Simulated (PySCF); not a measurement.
Gas-phase reaction: TiCl4 + 2 TiCl2(OH)2 ⇌ 2 TiCl4.H2O + TiO2

Method: PySCF energies plus ideal-gas RRHO corrections (1 bar). † marks an energy on the PBE0/def2-TZVP geometry and frequencies; other levels use their own. MP2 freezes the core. 6-31G* has spherical d functions here. All species are closed-shell singlets. B3LYP is the form with VWN-RPA correlation. Adducts (TiCl4.H2O) have no counterpoise correction, and HF, PBE, BLYP, B3LYP and PBE0 lack dispersion. TiCl2(OH)2, TiCl4.H2O: computed as isolated molecules; such fragments, hydroxides, amides, oligomers or adducts are transient or little studied in the gas. MP2 isn't extrapolated to the basis-set limit.

```tsv
level	ΔH°(298 K), kJ
B3LYP/6-31G*	491
HF/def2-TZVP†	650
MP2/def2-SVP†	?
PBE/def2-SVP	448
PBE0/def2-QZVP†	?
PBE0/def2-SVP†	?
ωB97M-V/def2-TZVP†	?
ωB97X-V/def2-TZVP†	499
```

Problem. What belongs in the gaps?

Solution. 
- MP2/def2-SVP†, ΔH°(298 K), kJ: 372
- PBE0/def2-QZVP†, ΔH°(298 K), kJ: 495
- PBE0/def2-SVP†, ΔH°(298 K), kJ: 480
- ωB97M-V/def2-TZVP†, ΔH°(298 K), kJ: 491
